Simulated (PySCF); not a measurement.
**Structure from 2D NMR**

Compound of formula C$_{4}$H$_{5}$F$_{3}$O. Correlations simulated from computed shifts and couplings:

HSQC (one-bond C–H):
```
  δH    δC  ¹J(C,H) (Hz)
2.77  32.9           131
1.14   7.3           136
```

COSY cross peaks (|J| ≥ 2 Hz):
```
  δH    δH  abs. J (Hz)  bonds
2.77  1.14          8.1      3
```

HMBC (two and three bonds, |J| ≥ 2.5 Hz):
```
  δH        δC [abs. J in Hz]
2.77   209.8 [6.3], 7.3 [3.2]
1.14  209.8 [5.5], 32.9 [3.7]
```

Carbons without hydrogens: δ 209.8, 127.0.

No solvent, non-relativistic, one computed conformer, one averaged value for each set of equivalent atoms. NMR shieldings at CAM-B3LYP/pcSseg-2/GIAO; J couplings at B3LYP/pcJ-1 (spin–dipole term only in couplings to heteroatoms); geometry from PBE0-D3(BJ)/def2-SVP; PySCF.

Shifts are taken against calculated references (same method and geometry level): ¹H (σ = 31.34 ppm) and ¹³C (σ = 182.55 ppm) vs TMS.

Exchangeable hydrogens are left out of these lists, and C,H couplings along chains are those of one rotamer, so weak HMBC peaks may be missing or extra.

**Question.** Assemble the structure.

**Answer.** `C(C(CC)=O)(F)(F)F`.

Mapped SMILES: `[CH3:1][CH2:2][C:3](=[O:4])[C:5]([F:6])([F:7])[F:8]`. Each H is labelled by its parent atom.

1. δC 209.8 is C3, a ketone carbonyl carbon.
2. δC 127.0 is C5, a CF3 carbon.
3. δC 32.9 is C2, an sp3 CH2 α to a carbonyl (δH 2.77).
4. δC 7.3 is C1, a methyl carbon (δH 1.14).
5. HMBC from δH 2.77 reaches the proton-free carbon C3.
6. HMBC from δH 1.14 reaches the proton-free carbon C3.
7. COSY links 2.77–1.14.

The data come from this structure; uniqueness wasn't tested.

Common functionals overestimate the size of one-bond C–F couplings by tens of Hz; these are unscaled. Unscaled 3J(H,H) at this level run about 10 % above measured values. Shifts are as computed, not scaled to solution data. Of 1211 compounds with measured shifts, 218 miss one by over three times the rms of a fit or turn the order of signals round; such compounds aren't used in these exercises.
